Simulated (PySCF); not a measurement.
diselenium (Se$_{2}$), triplet, at a GFN2-xTB geometry; PySCF with PBE0/aug-cc-pVDZ.

Here is a job for PySCF.
```python
from pyscf import gto, scf, dft

mol = gto.M(
    atom='''
Se   -0.00000000   -0.00000000   -1.08303360
Se    0.00000000    0.00000000    1.08303360
''',
    basis='aug-cc-pvdz',
    spin=2,
    verbose=4,
)

mf = dft.UKS(mol)
mf.xc = 'pbe0'
mf.grids.atom_grid = (99, 590)
mf.grids.prune = None
mf.kernel()
```

What the program printed (banner, timings and long lists left out):

```
PySCF version 2.14.0

[INPUT] verbose = 4
[INPUT] num. atoms = 2
[INPUT] num. electrons = 68
[INPUT] charge = 0
[INPUT] spin (= nelec alpha-beta = 2S) = 2
[INPUT] symmetry False subgroup None
[INPUT] Mole.unit = angstrom
[INPUT] Symbol           X                Y                Z      unit          X                Y                Z       unit  Magmom
[INPUT]  1 Se     0.000000000000   0.000000000000  -1.083033600000 AA    0.000000000000   0.000000000000  -2.046636887702 Bohr   0.0
[INPUT]  2 Se     0.000000000000   0.000000000000   1.083033600000 AA    0.000000000000   0.000000000000   2.046636887702 Bohr   0.0

nuclear repulsion = 282.414532579377
number of shells = 18
number of NR pGTOs = 172
number of NR cGTOs = 72
basis = aug-cc-pvdz
ecp = {}

******** <class 'pyscf.dft.uks.UKS'> ********
method = UKS
initial guess = minao
damping factor = 0
level_shift factor = 0
DIIS = <class 'pyscf.scf.diis.CDIIS'>
diis_start_cycle = 1
diis_space = 8
diis_damp = 0
SCF conv_tol = 1e-09
SCF conv_tol_grad = None
SCF max_cycles = 50
direct_scf = True
direct_scf_tol = 1e-13
number electrons alpha = 35  beta = 33
XC library pyscf.dft.libxc version 7.1.2
    S. Lehtola, C. Steigemann, M. J. T. Oliveira, and M. A. L. Marques,  SoftwareX 7, 1–5 (2018)
XC functionals = pbe0
    C. Adamo and V. Barone,  J. Chem. Phys. 110, 6158 (1999)
    M. Ernzerhof and G. E. Scuseria,  J. Chem. Phys. 110, 5029 (1999)
radial grids:
    Treutler-Ahlrichs [JCP 102, 346 (1995); DOI:10.1063/1.469408] (M4) radial grids

becke partition: Becke, JCP 88, 2547 (1988); DOI:10.1063/1.454033
pruning grids: None
grids dens level: 3
symmetrized grids: False
atomic radii adjust function: <function treutler_atomic_radii_adjust>
User specified grid scheme (99, 590)
small_rho_cutoff = 0
Set gradient conv threshold to 3.16228e-05
tot grids = 116824
init E= -4800.9062926417

cycle= 1 E= -4802.49009890328  delta_E= -1.58  |g|= 0.0566  |ddm|= 1.13
cycle= 2 E= -4802.49269597757  delta_E= -0.0026  |g|= 0.0199  |ddm|= 0.0967
cycle= 3 E= -4802.4929009513  delta_E= -0.000205  |g|= 0.0068  |ddm|= 0.0318
cycle= 4 E= -4802.49293525167  delta_E= -3.43e-05  |g|= 0.00216  |ddm|= 0.0144
cycle= 5 E= -4802.49293884152  delta_E= -3.59e-06  |g|= 0.000324  |ddm|= 0.00284
cycle= 6 E= -4802.49293893755  delta_E= -9.6e-08  |g|= 3.95e-05  |ddm|= 0.000775
cycle= 7 E= -4802.49293893889  delta_E= -1.33e-09  |g|= 3.87e-06  |ddm|= 9.47e-05
cycle= 8 E= -4802.49293893888  delta_E= 3.64e-12  |g|= 4.74e-07  |ddm|= 8.55e-06
Extra cycle  E= -4802.4929389389  delta_E= -1.64e-11  |g|= 1.71e-07  |ddm|= 1.17e-06
converged SCF energy = -4802.4929389389  <S^2> = 2.0081194  2S+1 = 3.005408
```
